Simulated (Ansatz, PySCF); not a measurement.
Breaking a bond: H₃FGe, SMILES [F][GeH3]. The Ge1–F5 bond (Ge1 also carries H, H, H; F5 carries nothing else) is pulled apart rigidly from the PBE0/def2-TZVP optimised geometry.

Levels of theory: UKS-PBE = unrestricted PBE/cc-pVTZ in Ansatz (a program for electronic structure); UHF/6-31G* = PySCF with unrestricted Hartree-Fock/6-31G*, spherical d; UHF/3-21G = unrestricted Hartree-Fock/3-21G in PySCF; UCCSD(T) = CCSD(T) on UHF/cc-pVTZ, cores with 3d frozen (Ansatz).

Energies relative to the lowest point of each curve near equilibrium, in mEh:

| R / Å | UKS-PBE | UHF/6-31G* | UHF/3-21G |
|---|---|---|---|
| 1.40 | 126.0 | 117.6 | 117.2 |
| 1.47 | 70.0 | 62.5 | 59.9 |
| 1.57 | 24.3 | 19.0 | 15.9 |
| 1.70 | 1.8 | 0.3 | 0.0 |
| 1.74 | 0.0 | 0.0 | 0.9 |
| 1.81 | 0.7 | 3.5 | 6.7 |
| 1.91 | 7.6 | 14.7 | 21.1 |
| 2.02 | 19.8 | 32.1 | 41.2 |
| 2.15 | 37.1 | 55.7 | 67.3 |
| 2.59 | 95.5 | 121.8 | 124.8 |
| 3.16 | 147.6 | 137.0 | 136.9 |
| 4.77 | 184.2 | 140.3 | 140.9 |

Question: What does UCCSD(T) give at the same points?

Answer: 1.40: 122.4; 1.47: 66.2; 1.57: 21.4; 1.70: 1.0; 1.74: 0.0; 1.81: 2.2; 1.91: 11.4; 2.02: 26.1; 2.15: 46.1; 2.59: 116.2; 3.16: 178.9; 4.77: 201.2 (mEh).

The unrestricted determinant behind UKS-PBE is spin-contaminated at 3.16 to 6.19 Å (<S²> up to 0.7, against 0.00 for a pure singlet). The unrestricted determinant behind UHF/6-31G*, UCCSD(T) is spin-contaminated at 2.59 to 6.19 Å (<S²> up to 1.0, against 0.00 for a pure singlet). The unrestricted determinant behind UHF/3-21G is spin-contaminated at 2.36 to 6.19 Å (<S²> up to 1.0, against 0.00 for a pure singlet).
